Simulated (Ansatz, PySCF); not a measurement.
Noncovalent pair: HF (SMILES F) (first 2 atoms) with C2H3F (SMILES C=CF); geometry from B3LYP-D3(BJ)/def2-TZVP, rigid monomers moved along the line of their centres of mass till H2···F5 is 3.22 Å.
(charge 0, multiplicity 1):
```xyz
8

F     -0.09967    -0.05493    -0.30704
H      0.01984     0.44261     0.47217
C     -0.20440    -1.14709     4.32135
C      0.05946     0.10738     4.61019
F      0.22161     1.04975     3.63241
H     -0.30540    -1.49229     3.30163
H     -0.32376    -1.85404     5.12902
H      0.17898     0.54996     5.58809
```

Interaction energies are E(AB) − E(A) − E(B) at the monomers' geometry in the complex; basis-set methods are counterpoise corrected.

Rows in 6-31G* carry no dispersion term and start afresh at each structure (6-31G* with six Cartesian d functions).

Programs: Ansatz (a program for electronic structure); PySCF for 6-31G* rows, the dispersion terms. 

**Question.** What is the computed interaction energy (B3LYP/6-31G*)?

**Answer.** -44 meV
